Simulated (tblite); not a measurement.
C7H12AlOP.
SMILES with atom numbers: `[CH3:1][C@@H:2]1[CH2:3][P@@+:4]1([AlH3-:5])[c:6]1[cH:7][cH:8][cH:9][o:10]1` (hydrogens: H11, H12, H13 on C1; H14 on C2; H15, H16 on C3; H17, H18, H19 on Al5; H20 on C7; H21 on C8; H22 on C9)
Bond orders are those of one Lewis drawing.

Computed with GFN2-xTB (tblite), gas phase: L-BFGS steps from a force-field or distance-geometry start until the largest atomic force falls under 0.01 eV/Å.

The end geometry, which sets the zero of energy:
```
atom  x, y, z in Å
C1     -2.6514    0.3737    0.6997
C2     -1.3213    0.7227    0.0863
C3     -1.0661    0.3506   -1.3460
P4     -0.0863   -0.6305   -0.1425
Al5    -1.2649   -2.7745    0.3919
C6      1.4776    0.2674   -0.0887
C7      2.7382   -0.1787    0.2076
C8      3.5865    0.9467    0.1033
C9      2.7839    1.9885   -0.2468
O10     1.5077    1.5907   -0.3658
H11    -2.6038    0.4245    1.7853
H12    -2.9399   -0.6407    0.4145
H13    -3.4173    1.0686    0.3534
H14    -0.9070    1.6739    0.4098
H15    -1.8477   -0.1983   -1.8563
H16    -0.5227    1.0470   -1.9711
H17    -1.7735   -2.4310    1.8341
H18    -2.2896   -2.6418   -0.7992
H19    -0.0595   -3.7553    0.2335
H20     3.0106   -1.1824    0.4635
H21     4.6441    0.9747    0.2665
H22     2.9918    3.0236   -0.4341
```

Question: These geometries come from the run, each turned onto the end geometry. Order them by energy, lowest first.
A.
```
atom  x, y, z in Å
C1     -2.6668    0.3190    0.6256
C2     -1.3532    0.7236    0.0119
C3     -1.1498    0.5363   -1.4643
P4     -0.1536   -0.6136   -0.4323
Al5    -1.0741   -2.6998    0.5805
C6      1.4177    0.2391   -0.2425
C7      2.6396   -0.2797    0.0925
C8      3.5242    0.8193    0.1640
C9      2.7781    1.9187   -0.1326
O10     1.5026    1.5812   -0.3805
H11    -2.5761    0.2373    1.7062
H12    -2.9776   -0.6529    0.2359
H13    -3.4356    1.0566    0.3951
H14    -0.9087    1.6232    0.4305
H15    -1.9576    0.0765   -2.0197
H16    -0.6095    1.2972   -2.0129
H17    -1.5206   -2.1976    1.9951
H18    -2.1847   -2.8662   -0.5208
H19     0.2489   -3.5350    0.4887
H20     2.8546   -1.3148    0.2648
H21     4.5657    0.7914    0.4089
H22     3.0260    2.9598   -0.1952
```
B.
```
atom  x, y, z in Å
C1     -2.9125    0.2562    0.5786
C2     -1.6044    0.8697    0.1201
C3     -1.2438    0.7404   -1.3421
P4     -0.2647   -0.3515   -0.2327
Al5    -0.7373   -2.6324    0.6100
C6      1.3584    0.3994   -0.0919
C7      2.4937   -0.3591    0.0204
C8      3.5823    0.5368   -0.0366
C9      3.0315    1.7747   -0.1832
O10     1.6853    1.7060   -0.2193
H11    -3.0472    0.4340    1.6438
H12    -2.9135   -0.8256    0.4062
H13    -3.7478    0.6946    0.0317
H14    -1.3455    1.8079    0.6100
H15    -1.9642    0.2588   -1.9949
H16    -0.7037    1.5633   -1.7956
H17    -1.6263   -2.3544    1.8691
H18    -1.4029   -3.0600   -0.7360
H19     0.7398   -3.0623    0.8765
H20     2.5073   -1.4221    0.1289
H21     4.6263    0.2977    0.0097
H22     3.4787    2.7472   -0.2739
```
C.
```
atom  x, y, z in Å
C1     -2.7368    0.3882    0.6107
C2     -1.3894    0.7489    0.0421
C3     -1.1567    0.5949   -1.4358
P4     -0.2005   -0.5983   -0.4067
Al5    -0.9576   -2.7644    0.5809
C6      1.3869    0.2176   -0.1908
C7      2.6177   -0.3178    0.0830
C8      3.5179    0.7697    0.1099
C9      2.7728    1.8782   -0.1473
O10     1.4834    1.5588   -0.3305
H11    -2.6866    0.2786    1.6915
H12    -3.0860   -0.5567    0.1942
H13    -3.4554    1.1738    0.3716
H14    -0.9366    1.6247    0.5012
H15    -1.9553    0.1619   -2.0283
H16    -0.5932    1.3648   -1.9481
H17    -1.5345   -2.2435    1.9450
H18    -1.9766   -3.0737   -0.5757
H19     0.4336   -3.4840    0.6088
H20     2.8404   -1.3527    0.2415
H21     4.5712    0.7347    0.2898
H22     3.0308    2.9157   -0.2082
```
D.
```
atom  x, y, z in Å
C1     -2.8019    0.4115    0.5655
C2     -1.4451    0.8550    0.0849
C3     -1.1438    0.6819   -1.3765
P4     -0.2716   -0.5283   -0.2912
Al5    -0.8706   -2.7814    0.6023
C6      1.3567    0.2111   -0.1295
C7      2.5803   -0.3699    0.0596
C8      3.5170    0.6861    0.0315
C9      2.8018    1.8259   -0.1644
O10     1.4944    1.5483   -0.2660
H11    -2.8180    0.3369    1.6446
H12    -3.0221   -0.5731    0.1645
H13    -3.5752    1.1006    0.2457
H14    -1.0499    1.7463    0.5652
H15    -1.9376    0.2885   -1.9991
H16    -0.5236    1.4269   -1.8586
H17    -1.5778   -2.4281    1.9581
H18    -1.7844   -3.2146   -0.5930
H19     0.6244   -3.2637    0.6776
H20     2.7733   -1.4110    0.2110
H21     4.5774    0.6150    0.1300
H22     3.0858    2.8557   -0.2634
```
E.
```
atom  x, y, z in Å
C1     -2.6717    0.3251    0.6381
C2     -1.3455    0.7208    0.0448
C3     -1.1095    0.4889   -1.4222
P4     -0.1265   -0.6154   -0.3331
Al5    -1.1561   -2.7419    0.5216
C6      1.4439    0.2560   -0.1777
C7      2.6827   -0.2368    0.1356
C8      3.5580    0.8724    0.1376
C9      2.7914    1.9531   -0.1737
O10     1.5122    1.5938   -0.3666
H11    -2.6275    0.3349    1.7246
H12    -2.9405   -0.6827    0.3139
H13    -3.4499    1.0160    0.3137
H14    -0.9188    1.6335    0.4517
H15    -1.9047    0.0100   -1.9799
H16    -0.5600    1.2376   -1.9775
H17    -1.5402   -2.2662    1.9647
H18    -2.2863   -2.7851   -0.5747
H19     0.0770   -3.6904    0.3668
H20     2.9227   -1.2607    0.3374
H21     4.6090    0.8641    0.3420
H22     3.0297    2.9925   -0.2879
```

Answer: E (0.009 eV), A (0.016 eV), C (0.036 eV), D (0.072 eV), B (0.184 eV).

In the order of the answer:

| step | E above end (eV) | largest force (eV/Å) | rms force component (eV/Å) | rms distance from end (Å) | rms bond change (Å) | bond most changed (Å) |
| --- | --- | --- | --- | --- | --- | --- |
| 128 | 0.009 | 0.05 | 0.012 | 0.159 | 0.002 | P4–Al5 +0.008 |
| 86 | 0.016 | 0.05 | 0.013 | 0.243 | 0.003 | P4–Al5 -0.009 |
| 62 | 0.036 | 0.09 | 0.028 | 0.301 | 0.003 | C3–P4 +0.007 |
| 36 | 0.072 | 0.24 | 0.066 | 0.388 | 0.005 | Al5–H18 -0.011 |
| 18 | 0.184 | 0.17 | 0.063 | 0.548 | 0.008 | P4–Al5 -0.027 |

The cost below is that of the whole relaxation. Hardware: an Arm Neoverse V1 with one thread, shared host with 32 logical CPUs at a one-minute load of 26. Cost: 1.7 s.
